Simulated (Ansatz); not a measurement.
B₄As₅H₁₆⁺, a cluster cut from zinc blende BAs (hydrogen-capped). Charge 1, multiplicity 1. Geometry PBE-D4/def2-SVP.

```xyz
25

As    0.3764   -0.8261   -2.2131
As   -1.6585    1.5137   -0.8238
As   -1.3346   -1.4839    0.5439
As    1.9586   -1.1807    0.7010
As   -0.0762    1.1587    2.0911
B    -1.4338   -0.4951   -1.2668
B     2.1262   -0.4347   -1.2074
B    -0.3504    2.4112    0.4839
B     0.2120   -0.8643    1.7646
H     0.3516   -0.0563   -3.5209
H     0.3057   -2.2513   -2.7386
H    -1.6692    2.2696   -2.1399
H    -3.1118    1.6777   -0.4077
H    -1.2606   -2.9852    0.3208
H    -2.6610   -1.3737    1.2773
H     2.2120   -2.6783    0.7719
H     3.1068   -0.6734    1.5542
H    -1.2038    1.2495    3.1072
H     1.0855    1.6515    2.9344
H    -2.3606   -0.9007   -1.9409
H     3.0617   -0.9612   -1.7793
H     2.1831    0.7784   -1.0907
H    -0.8027    3.4762    0.8591
H     0.7234    2.4582   -0.0932
H     0.2204   -1.4797    2.8129
```

Q: Estimate the orbital energies around the gap (eV) in Ansatz with HF/STO-3G, PBE-D4/def2-SVP, PBE-D4/def2-TZVP, r2SCAN-D4/def2-TZVP, PBE0-D4/def2-TZVP.

A: 
```
orbital  HF/STO-3G  PBE-D4/def2-SVP  PBE-D4/def2-TZVP  r2SCAN-D4/def2-TZVP  PBE0-D4/def2-TZVP
 HOMO−5     -13.93           -11.39            -11.46               -11.78             -12.71
 HOMO−4     -13.78           -11.33            -11.34               -11.59             -12.43
 HOMO−3     -13.50           -10.94            -11.00               -11.30             -12.25
 HOMO−2     -12.94           -10.72            -10.75               -10.99             -11.85
 HOMO−1     -12.80           -10.58            -10.61               -10.86             -11.73
   HOMO     -12.79           -10.51            -10.54               -10.79             -11.67
   LUMO       5.04            -5.31             -5.35                -5.17              -4.55
 LUMO+1       5.48            -5.16             -5.25                -5.02              -4.45
 LUMO+2       5.92            -4.50             -4.69                -4.38              -3.86
 LUMO+3       7.02            -4.46             -4.61                -4.37              -3.77
 LUMO+4       7.21            -4.06             -4.27                -3.92              -3.38
 LUMO+5       7.39            -3.86             -4.02                -3.70              -3.14
```
